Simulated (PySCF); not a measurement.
Telling isomers of C6H10O2 apart by NMR

All values are calculated (PySCF 2.14): GFN2-xTB structure, NMR shieldings at PBE0/pcSseg-1/GIAO. A single conformation, rapidly exchanging positions averaged, non-relativistic, no solvent model.

Shifts are taken against calculated references (same method and geometry level): $^{1}$H, $^{13}$C against TMS. Where no couplings were computed, multiplicities follow the n + 1 count of equivalent neighbours, and m marks all less simple cases (inequivalent or close neighbours, rings, F or P nearby). Shifts are as computed. Against solution values, carbons near 30 ppm lie about +3 ppm off and those near 130 ppm about +5 ppm (rms about the fit 2.1 ppm; single classes can miss by 10 ppm). Of 1328 compounds with measured shifts, 309 miss one by over three times the rms of a fit or turn the order of signals round; such compounds aren't used in these exercises. Signals without a measured value on file couldn't be tested in this way; 1H shifts scatter by 0.2 ppm about their fit, and single ones miss by 0.5 ppm.

(1) Tabulate the signals of `C=C(CC)C(=O)OC`, `CCCC(=O)C(C)=O`, `CO[C@@H]1CC[C@@H]2O[C@@H]21` and their relative energies.

(2) What is the quickest way to tell C=C(CC)C(=O)OC from CCCC(=O)C(C)=O?

(3) What is the quickest way to tell CCCC(=O)C(C)=O from CO[C@@H]1CC[C@@H]2O[C@@H]21?

(4) What is the quickest way to tell C=C(CC)C(=O)OC from CO[C@@H]1CC[C@@H]2O[C@@H]21?

## Answers

(1) 
```tsv
SMILES	carbon types	δC	δH	E rel. (kcal/mol)
C=C(CC)C(=O)OC	2×C 2×CH2 2×CH3	173.6, 151.0, 134.9, 53.5, 31.1, 18.1	6.74 (br s, 1H), 5.88 (br s, 1H), 3.96 (s, 3H), 2.41 (q, 2H), 1.08 (t, 3H)	3.3
CCCC(=O)C(C)=O	2×C 2×CH2 2×CH3	206.3, 204.3, 43.9, 27.2, 20.1, 15.6	2.76 (t, 2H), 2.46 (s, 3H), 1.55 (m, 2H), 1.07 (t, 3H)	0.0
CO[C@@H]1CC[C@@H]2O[C@@H]21	3×CH 2×CH2 1×CH3	87.3, 59.7, 53.1, 51.1, 28.7, 28.6	3.66 (s, 3H), 3.60 (m, 1H), 3.18 (m, 1H), 3.03 (m, 1H), 2.00 (m, 1H), 1.74 (m, 1H), 1.72 (m, 1H), 1.38 (m, 1H)	31.5
```

Energies are electronic energies at PBE0/pcSseg-1 on these geometries, without zero-point or thermal terms, each for the one conformer computed, which needn't be the lowest.

(2) Both give the same number of carbon signals, with the same numbers of each carbon type, so the positions decide. The first has a β carbon of a C=C–C=O unit (CH2) at 134.9 ppm, the second a ketone carbonyl carbon (C) at 206.3 ppm. Their most deshielded carbons lie at 173.6 and 206.3 ppm. In the proton spectra the most deshielded non-exchanging signals are 6.74 (br s, 1H) and 2.76 (t, 2H).

(3) Both give the same number of carbon signals, but DEPT or the intensities differ. The first has a ketone carbonyl carbon (C) at 206.3 ppm, the second an sp3 CH bonded to O at 87.3 ppm. In the proton spectra the most deshielded non-exchanging signals are 2.76 (t, 2H) and 3.66 (s, 3H).

(4) Both give the same number of carbon signals, but DEPT or the intensities differ. The first has an ester carbonyl carbon (C) at 173.6 ppm, the second an sp3 CH bonded to O at 87.3 ppm. In the proton spectra the most deshielded non-exchanging signals are 6.74 (br s, 1H) and 3.66 (s, 3H).
